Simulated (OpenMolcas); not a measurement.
A calculation on Ta2+.

```yaml
Program: OpenMolcas 26.06
Method: "MS-CASPT2, IPEA 0.25 Eh, imaginary shift 0.1 Eh (closed shells correlated: 5s 5p)"
Basis: ANO-RCC-VTZP [8s7p5d3f2g1h]
Scalar_Hamiltonian: DKH2, point nucleus
Active_space: 3 electrons in 10 orbitals (5d 6d)
State_averaging: 2S+1 = 4 even, 10 roots; 2S+1 = 2 even, 40 roots
Spin-orbit_coupling: RASSI with atomic mean-field integrals over the reference wave functions, term energies averaged over their components
```

(1) Which level of the active space comes out lowest?

(2) How high does 5d³ ⁴F_9/2 lie?

(3) How high does 5d³ ²H_11/2 lie?

(4) How high does 5d³ ²G_7/2 lie?

(5) The level at 8600 cm⁻¹ has J = 3/2. What is it made of, and what is its g factor?

Results:

(1) 5d³ ⁴F_3/2, with 89 % of that term.

(2) 7210 cm⁻¹ above the lowest level.

(3) 19180 cm⁻¹ above the lowest level.

(4) 12540 cm⁻¹ above the lowest level.

(5) 44 % 5d³ ²P_3/2, 36 % 5d³ ⁴P, 14 % 5d³ ²D(1); g = 1.356, against 1.334 from Landé's formula for the pure leading term.

CASPT2 does not keep the components of a term degenerate, so their means are used; among the terms shown or strongly mixed into the levels shown the widest spread is 470 cm-1 (5d³ ⁴F). Active for correlation alone: 6d; no level in the range computed is led by a configuration that fills it, so any true level of that kind is missing. The CASPT2 spread within a term exceeds the gap to the next term for 5d³ ²P and 5d³ ²G, 5d³ ²G and 5d³ ⁴P, so the order of their levels is uncertain. Only configurations of the active space appear.

A number in round brackets counts repeated terms of one configuration in the order of the reference energies.
